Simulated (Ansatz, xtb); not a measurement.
**Two isomers of C6H3ClO**

Structure I: `C#Cc1cc(Cl)co1`, a singlet. Structure II: `C#Cc1ccoc1Cl`, a singlet. Both are isolated molecules in the gas phase, relaxed with PBE-D3(BJ)/def2-SVP.

Quicker runs give these differences E(II) − E(I): GFN2-xTB +4.73 kJ/mol; HF/STO-3G +2.88 kJ/mol (at GFN2-xTB geometries); r2SCAN-D4/def2-SVP −1.11 kJ/mol (at GFN2-xTB geometries).

Task: Estimate which is lower in electronic energy at CCSD(T)/def2-SVP + ΔMP2/def2-TZVPP, and by roughly how much.

Result: Too close to call at this level: CCSD(T)/def2-SVP + ΔMP2/def2-TZVPP gives E(II) − E(I) = −3.04 kJ/mol.

How the difference moves with the method:

```csv
level,geometry,E(II) − E(I) (kJ/mol),departure from the last row (kJ/mol),"job, with rough time for the two"
GFN2-xTB,GFN2-xTB,+4.73,+7.77,"optimisation, 0.16 s"
HF/STO-3G,GFN2-xTB,+2.88,+5.92,"single point, 0.36 s"
r2SCAN-D4/def2-SVP,GFN2-xTB,−1.11,+1.93,"single point, 3.3 s"
PBE-D3(BJ)/def2-SVP,PBE-D3(BJ)/def2-SVP,−0.45,+2.59,"optimisation, 17 s"
HF/def2-SVP,PBE-D3(BJ)/def2-SVP,−3.16,−0.12,part of the CCSD(T) run
MP2/def2-SVP,PBE-D3(BJ)/def2-SVP,−4.75,−1.71,part of the CCSD(T) run
CCSD(T)/def2-SVP,PBE-D3(BJ)/def2-SVP,−4.10,−1.06,single point
CCSD(T)/def2-SVP + ΔMP2/def2-TZVPP,PBE-D3(BJ)/def2-SVP,−3.04,,"single point, 52 s"
```

As drawn, both hold the same kinds of bond in the same numbers.

The largest departure from CCSD(T)/def2-SVP + ΔMP2/def2-TZVPP is that of GFN2-xTB, 7.77 kJ/mol. The last row adds to CCSD(T) the change of the MP2 difference between the two basis sets, here +1.06 kJ/mol.

With thermal terms from frequencies at re-optimised GFN2-xTB minima (ideal gas, soft modes damped towards free rotors, one conformer each, 298.15 K, 1 atm): on the last row, ΔE + ΔZPE = −3.01, ΔH = −2.98, ΔG = −3.16 kJ/mol.

The correlated steps freeze 12 core orbitals. Codes used: Ansatz 0.2.0, xtb 6.7.1; the last row on 4 threads of Arm Neoverse V1 on a shared host.
